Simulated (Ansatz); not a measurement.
`[OH][GeH2][F]` + HI → `[F][GeH2][I]` + H₂O at 298.15 K and 1 bar (ligand exchange at a Ge–O bond).

Calculated with Ansatz (gas phase, PBE0-D4/def2-TZVP geometries, no zero-point term in ΔE). CBS: MP2 limit from def2 TZ/QZ plus the TZ coupled-cluster correction, frozen cores. This one scheme is used for every species. Elements past krypton have def2 core potentials. For Ge, I outer-core shells are correlated without core-valence functions, which leaves a few kJ/mol of doubt a bond. Scalar relativity is left out up to krypton. One conformer a species, not always the lowest.

```csv
species,CCSD(T)/CBS energy (Eh),H − E (kJ/mol),S (J/(mol·K))
`[OH][GeH2][F]`,-2252.93819,98.4,291.4
HI,-298.03592,22.7,206.5
`[F][GeH2][I]`,-2474.61172,64.0,315.1
H₂O,-76.37941,66.4,188.7
```

H − E and S are ideal-gas, rigid-rotor, harmonic terms from PBE0-D4/def2-TZVP, for one conformer and one mirror image of each species. 1 Eh = 2625.50 kJ/mol, R = 8.31446 J/(mol·K).

Problem. By hand: ΔE, ΔH, ΔS and ΔG.

Solution. ΔE = (-2474.61172) + (-76.37941) − (-2252.93819) − (-298.03592) = -0.01702 Eh = -44.7 kJ/mol. Δ(H − E) = 64.0 + 66.4 − 98.4 − 22.7 = 9.3, so ΔH = -35.4 kJ/mol. ΔS = 315.1 + 188.7 − 291.4 − 206.5 = 5.9 J/(mol·K). ΔG = -35.4 − 298.15 × (5.9)/1000 = -37.2 kJ/mol.

Problem. By hand: the equilibrium constant, and the temperature at which ΔG would vanish if ΔH and ΔS stayed fixed.

Solution. log₁₀ K = −ΔG/(RT ln 10) = 6.5. ΔH and −TΔS have one sign here, so there is no such temperature.

The number of gas molecules stays the same, so ΔS is small and ΔH decides. A doubt of 5 kJ/mol in ΔE shifts log₁₀ K by 0.9 here. Other conformers and mirror images would add mixing entropy, several J/(mol·K) or more a flexible species. These are equilibria of isolated gas molecules and say nothing of rates. Largest T1 diagnostic: 0.012 (customary marks: 0.02 for closed shells, 0.045 for open ones).

ΔS is within the doubt of such terms, so its sign, and with it that verdict, could turn.
